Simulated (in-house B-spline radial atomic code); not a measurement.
Ir V (Ir4+): [Ar] 3d10 4s1 4p6 4d10 4f14 5s2 5p6 5d6 (with a hole in an inner shell)

Method: Dirac-Hartree-Fock, average of configuration, Fermi nucleus of rms radius 5.4032 fm. Calculated with a B-spline radial code for spherical atoms.

Z_r = [3n² - l(l+1)]/(2<r>); Z_e = n√(-2ε); the last column is Slater's effective charge. Values are occupation-weighted means over j. An effective charge above Z reflects the relativistic contraction of the inner shells.

| shell | electrons | ε (eV) | <r> (bohr) | Z_r | Z_e | Slater |
| --- | --- | --- | --- | --- | --- | --- |
| 1s | 2 | -76685 | 0.01744 | 86.02 | 75.08 | 76.70 |
| 2s | 2 | -13614 | 0.07292 | 82.28 | 63.26 | 72.85 |
| 2p | 6 | -11931 | 0.06575 | 76.04 | 59.22 | 72.85 |
| 3s | 2 | -3299 | 0.1897 | 71.18 | 46.71 | 65.75 |
| 3p | 6 | -2792.9 | 0.19 | 65.79 | 42.98 | 65.75 |
| 3d | 10 | -2187.8 | 0.1733 | 60.59 | 38.04 | 55.85 |
| 4s | 1 | -790.02 | 0.4237 | 56.64 | 30.48 | 49.60 |
| 4p | 6 | -612 | 0.4471 | 51.44 | 26.83 | 49.60 |
| 4d | 10 | -390.23 | 0.4748 | 44.23 | 21.42 | 38.85 |
| 5s | 2 | -167.52 | 0.9719 | 38.58 | 17.54 | 20.20 |
| 4f | 14 | -143.81 | 0.5169 | 34.82 | 13.00 | 27.45 |
| 5p | 6 | -118.55 | 1.099 | 33.20 | 14.76 | 20.20 |
| 5d | 6 | -59.455 | 1.432 | 24.09 | 10.45 | 8.25 |

The least bound orbital is 5d5/2 at -58.78 eV, and it is also the most diffuse (<r> = 1.448 bohr). The part-filled 4s shell lies below the filled 5p shell in orbital energy.

Spin-orbit splittings of the orbital energies (j = l + 1/2 above j = l - 1/2 when positive): 2p 1631 eV, 3p 362.4 eV, 3d 77.6 eV, 4p 87.29 eV, 4d 16.57 eV, 4f 3.422 eV, 5p 15.33 eV, 5d 1.694 eV.

For the 1s electron the small component carries 8.5 % of the norm, the zero-frequency Breit interaction raises the level by 277.5 eV, self-energy by 176 eV, and vacuum polarisation lowers it by 34.82 eV.
